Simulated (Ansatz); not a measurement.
`[F][Sn]([F])([F])[SiH3]` + `[CH3][AlH][OH]` → `[CH3][AlH][O][SiH3]` + `[F][SnH]([F])[F]` at 700 K and 1 bar (cleavage of the Si–Sn bond).

Calculated with Ansatz (gas phase, PBE0-D4/def2-TZVP geometries, no zero-point term in ΔE). CBS: MP2 limit from def2 TZ/QZ plus the TZ coupled-cluster correction, frozen cores. Elements past krypton have def2 core potentials. For Sn outer-core shells are correlated without core-valence functions, which leaves a few kJ/mol of doubt a bond. Each species was taken in one conformer, which may not be the lowest.

```
                  species  CCSD(T)/CBS energy (Eh)  H − E (kJ/mol)  S (J/(mol·K))
`[F][Sn]([F])([F])[SiH3]`               -804.39187           160.7          498.9
         `[CH3][AlH][OH]`               -358.31021           207.1          395.2
    `[CH3][AlH][O][SiH3]`               -648.63113           272.9          520.2
       `[F][SnH]([F])[F]`               -514.09299            86.3          387.9
```

H − E and S are ideal-gas, rigid-rotor, harmonic terms from PBE0-D4/def2-TZVP, for one conformer and one mirror image of each species. 1 Eh = 2625.50 kJ/mol, R = 8.31446 J/(mol·K).

By hand: ΔE, ΔH, ΔS and ΔG.

ΔE = (-648.63113) + (-514.09299) − (-804.39187) − (-358.31021) = -0.02204 Eh = -57.9 kJ/mol. Δ(H − E) = 272.9 + 86.3 − 160.7 − 207.1 = -8.6, so ΔH = -66.5 kJ/mol. ΔS = 520.2 + 387.9 − 498.9 − 395.2 = 14.0 J/(mol·K). ΔG = -66.5 − 700 × (14.0)/1000 = -76.3 kJ/mol.

By hand: the equilibrium constant, and the temperature at which ΔG would vanish if ΔH and ΔS stayed fixed.

log₁₀ K = −ΔG/(RT ln 10) = 5.7. ΔH and −TΔS have one sign here, so there is no such temperature.

The number of gas molecules stays the same, so ΔS is small and ΔH decides. A doubt of 5 kJ/mol in ΔE shifts log₁₀ K by 0.4 here. Other conformers and mirror images would add mixing entropy, several J/(mol·K) or more a flexible species. Modes under 60 cm⁻¹, often nearly free rotors, make the harmonic entropy too high. These are equilibria of isolated gas molecules and say nothing of rates. Largest T1 diagnostic: 0.015 (customary marks: 0.02 for closed shells, 0.045 for open ones).
